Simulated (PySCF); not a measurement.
Screening by computed properties: pick the candidate that meets the target.

Species are written as SMILES; each is one conformer at its optimised geometry, gas phase (atoms past krypton carry core potentials, spin–orbit coupling is left out); the electronic structure was computed with PySCF and density fitting.

The conformers computed, where there is a choice (atom-mapped SMILES and torsion angles):
- `[CH2:1]=[CH:2][c:3]1[n:4][n:5][nH:6][c:7]1[CH:8]([CH3:9])[CH3:10]`: C1–C2–C3–N4 0°, N6–C7–C8–C9 68°
- `[NH2:1][CH2:2][CH2:3][NH2:4]`: N1–C2–C3–N4 -55°, H–N1–C2–C3 -169°, H–N1–C2–C3 75°, H–N4–C3–C2 -168°, H–N4–C3–C2 76°
- `[CH2:1]=[CH:2][C@H:3]([CH2:4][F:5])[C:6](=[O:7])[O:8][CH3:9]`: C1–C2–C3–C4 -117°, C2–C3–C4–F5 178°, C2–C3–C6–O7 74°, C3–C6–O8–C9 178°
- `[SiH3:1][S:2][c:3]1[cH:4][cH:5][cH:6][o:7]1`: Si1–S2–C3–C4 180°
- `[CH3:1][CH2:2][c:3]1[cH:4][cH:5][o:6][cH:7]1`: C1–C2–C3–C4 -65°

The conformers of `F[Si]1(O[SiH3])CCCC1` and `O=CC1=CCCC1` aren't listed.

(1) Wanted: electronic spatial extent ⟨r²⟩ about the centre of nuclear charge below 600 bohr² (CAM-B3LYP/def2-SVPD) and HOMO–LUMO gap above 8.2 eV (CAM-B3LYP/def2-SVPD), at PBE0-D3(BJ)/def2-SVP geometries. Which candidate meets both?
A. `CCC1=COC=C1` (C6H8O)
B. `NCCN` (C2H8N2)
C. `O=C([C@H](C=C)CF)OC` (C6H9FO2)
D. `C=Cc1nn[nH]c1C(C)C` (C7H11N3)
E. `[SiH3]Sc1ccco1` (C4H6OSSi)

(2) Wanted: lowest triplet excitation (Tamm–Dancoff) above 5 eV (TDA CAM-B3LYP/def2-SVPD) and vertical ionisation energy above 9 eV (ΔSCF CAM-B3LYP/def2-SVPD), at PBE0-D3(BJ)/def2-SVP geometries. Which candidate meets both?
A. `CCc1ccoc1` (C6H8O)
B. `[SiH3]SC1=CC=CO1` (C4H6OSSi)
C. `[H][Al]([H])[I]` (AlH2I)
D. `c1(c(nn[nH]1)C=C)C(C)C` (C7H11N3)
E. `NCCN` (C2H8N2)

(3) Wanted: HOMO energy between -9 eV and -8 eV (CAM-B3LYP/def2-SVPD) and lowest singlet excitation above 5.4 eV (TDDFT CAM-B3LYP/def2-SVPD), at PBE0-D3(BJ)/def2-SVP geometries. Which candidate meets both?
A. `NCCN` (C2H8N2)
B. `F[Si]1(O[SiH3])CCCC1` (C4H11FOSi2)
C. `C=Cc1nn[nH]c1C(C)C` (C7H11N3)
D. `O=CC1=CCCC1` (C6H8O)
E. `c1(occc1)S[SiH3]` (C4H6OSSi)

(4) Wanted: static isotropic polarisability below 70 au (CAM-B3LYP/def2-SVPD) and smallest rotational constant above 4 GHz (PBE0-D3(BJ)/def2-SVP), at PBE0-D3(BJ)/def2-SVP geometries. Which candidate meets both?
A. `NCCN` (C2H8N2)
B. `C([C@H](C=C)CF)(=O)OC` (C6H9FO2)
C. `CCc1ccoc1` (C6H8O)
D. `[AlH2][I]` (AlH2I)
E. `C=Cc1nn[nH]c1C(C)C` (C7H11N3)

Results:

(1) B. Computed values:
```csv
species,electronic spatial extent ⟨r²⟩ about the centre of nuclear charge,HOMO–LUMO gap
NCCN (C2H8N2),330 bohr²,9.65 eV
CCC1=COC=C1 (C6H8O),799 bohr²,9.16 eV
[SiH3]Sc1ccco1 (C4H6OSSi),1170 bohr²,8.11 eV
O=C([C@H](C=C)CF)OC (C6H9FO2),1354 bohr²,9.79 eV
C=Cc1nn[nH]c1C(C)C (C7H11N3),1590 bohr²,8.35 eV
```

(2) E. Computed values:
| species | lowest triplet excitation (Tamm–Dancoff) | vertical ionisation energy |
| --- | --- | --- |
| c1(c(nn[nH]1)C=C)C(C)C (C7H11N3) | 3.55 eV | 8.40 eV |
| [SiH3]SC1=CC=CO1 (C4H6OSSi) | 3.72 eV | 8.01 eV |
| CCc1ccoc1 (C6H8O) | 4.05 eV | 8.60 eV |
| [H][Al]([H])[I] (AlH2I) | 4.49 eV | 9.95 eV |
| NCCN (C2H8N2) | 6.04 eV | 9.11 eV |

(3) A. Computed values:
```csv
species,HOMO energy,lowest singlet excitation
F[Si]1(O[SiH3])CCCC1 (C4H11FOSi2),-9.25 eV,7.28 eV
O=CC1=CCCC1 (C6H8O),-8.79 eV,3.88 eV
NCCN (C2H8N2),-8.15 eV,6.33 eV
C=Cc1nn[nH]c1C(C)C (C7H11N3),-7.76 eV,5.62 eV
c1(occc1)S[SiH3] (C4H6OSSi),-7.33 eV,5.13 eV
```

(4) A. Computed values:
| species | static isotropic polarisability | smallest rotational constant |
| --- | --- | --- |
| NCCN (C2H8N2) | 45.4 au | 4.419 GHz |
| [AlH2][I] (AlH2I) | 64.4 au | 3.255 GHz |
| CCc1ccoc1 (C6H8O) | 71.6 au | 1.582 GHz |
| C([C@H](C=C)CF)(=O)OC (C6H9FO2) | 80.8 au | 0.904 GHz |
| C=Cc1nn[nH]c1C(C)C (C7H11N3) | 106.7 au | 0.782 GHz |
